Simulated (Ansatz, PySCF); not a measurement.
C₂H₅Si, SMILES C[Si][CH2] (connectivity only; charge and spin as stated), neutral, multiplicity 2. Atoms are numbered in the order given.

```xyz
8

C      1.6174     0.0866    -0.0696
Si     0.0497    -0.5312     0.1516
C     -1.4882     0.3182    -0.5230
H      2.5096    -0.3929     0.3135
H      1.7729     1.0115    -0.6204
H     -1.1664     1.2244    -1.0442
H     -2.0196    -0.3290    -1.2230
H     -2.1722     0.5910     0.2826
```
Charge 0, spin multiplicity 2.

Geometry optimised at ωB97X-D3(BJ)/def2-TZVP. The isomer is the one that the SMILES or the coordinates give; other isomers of the formula were not compared.

Two levels are set side by side: PBE-D3(BJ)/def2-TZVP (Ansatz, a program for electronic structure) and ωB97X-D3(BJ)/def2-TZVP (PySCF). Each level has its own optimised geometry; the coordinates shown are those of the second. Frequencies come from the Hessian of PySCF at each geometry. Differences are taken from unrounded values.

| quantity | ωB97X-D3(BJ) | PBE-D3(BJ) | PBE-D3(BJ) minus ωB97X-D3(BJ) |
|---|---|---|---|
| mean bond length (Å) | 1.290 | 1.299 | 0.009 |
| bond C1–Si2 (Å) | 1.699 | 1.719 | 0.019 |
| bond Si2–C3 (Å) | 1.882 | 1.893 | 0.011 |
| bond C1–H4 (Å) | 1.083 | 1.090 | 0.007 |
| bond C1–H5 (Å) | 1.088 | 1.095 | 0.007 |
| bond C3–H6 (Å) | 1.094 | 1.101 | 0.007 |
| bond C3–H7 (Å) | 1.091 | 1.098 | 0.007 |
| bond C3–H8 (Å) | 1.091 | 1.098 | 0.007 |
| highest harmonic wavenumber (cm⁻¹) | 3259 | 3166 | -93 |
| mean harmonic wavenumber (cm⁻¹) | 1480 | 1417 | -63 |
| zero-point energy (kcal/mol) | 38.08 | 36.47 | -1.62 |

GGA bonds tend to be longer and softer than those of functionals with exact exchange. Differences between two approximate levels are no errors against the true value.
